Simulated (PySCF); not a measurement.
Gas-phase reaction: WO₃ + 2 F₂O = WOF₄ + 2 O₂

Computed with PySCF (xtb for GFN2) and rigid-rotor harmonic-oscillator thermochemistry at 1 bar. † marks an energy on the PBE0/def2-TZVP geometry and frequencies; other levels use their own. MP2 and CCSD(T) freeze the core. Open shells (unrestricted): O₂ (multiplicity 3); the rest are closed-shell singlets. GFN2 has no spin-polarisation term. W: scalar-relativistic def2 core potential, no spin-orbit coupling. MP2 isn't extrapolated to the basis-set limit. CCSD(T) isn't extrapolated to the basis-set limit. Warning, large T1 diagnostic: WO₃, WOF₄ (CCSD(T)/def2-SVP†, CCSD(T)/def2-TZVPP†).

| level | ΔH°(298 K), kJ |
|---|---|
| CCSD(T)/def2-SVP† | -1201 |
| CCSD(T)/def2-TZVPP† | [?] |
| GFN2-xTB | [?] |
| HF/def2-TZVP† | -1495 |
| M06-2X/def2-TZVP† | -1194 |
| MP2/def2-SVP† | [?] |
| PBE/def2-SVP | [?] |
| PBE/def2-TZVP† | -1080 |
| LDA/def2-TZVP† | -1081 |
| ωB97M-V/def2-TZVP† | -1174 |
| ωB97X-V/def2-TZVP† | -1199 |

### Question
What belongs in the gaps?

### Answer

- CCSD(T)/def2-TZVPP†, ΔH°(298 K), kJ: -1152
- GFN2-xTB, ΔH°(298 K), kJ: -912
- MP2/def2-SVP†, ΔH°(298 K), kJ: -1205
- PBE/def2-SVP, ΔH°(298 K), kJ: -1127
